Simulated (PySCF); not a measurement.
Worked example: dipole moment from atomic charges

WOCl3, SMILES [O]=[W]([Cl])([Cl])[Cl] (connectivity only; charge and spin as stated), neutral, multiplicity 2. Atoms are numbered in the order given.

```xyz
5

W     -0.0743    -0.2166     0.0000
O      0.0917    -1.8855     0.0000
Cl    -2.1748     0.6570     0.0000
Cl     1.2275     0.5866    -1.6862
Cl     1.2275     0.5866     1.6862
```
Charge 0, spin multiplicity 2.

Geometry: PBE0-D3(BJ)/def2-SVP. The multiplicity is an assumed one; other spin states were not compared. The def2 effective core potentials stand for the cores of W; spin–orbit coupling is left out.

Charges (e) from PySCF with ωB97X/def2-TZVP:

| atom | Mulliken | ESP fit |
|---|---|---|
| W1 | 1.247 | 0.625 |
| O2 | -0.408 | -0.243 |
| Cl3 | -0.285 | -0.080 |
| Cl4 | -0.277 | -0.151 |
| Cl5 | -0.277 | -0.151 |

The dipole moment of the full density is 1.33 D.

**Question.** What dipole moment does each set of point charges give, and which comes closer to that of the density?

**Answer.** 
μ = Σ q r, and 1 e Å = 4.8032 D.
Mulliken: Σ q r = (-0.190, -0.013, 0.000) e Å, |μ| = 0.92 D.
ESP fit: Σ q r = (-0.265, 0.093, 0.000) e Å, |μ| = 1.35 D.
ESP fit comes closer in size. Point charges leave out the atoms' own dipoles (lone pairs, polarised bonds); fits to the potential absorb them, partitions of the density don't.
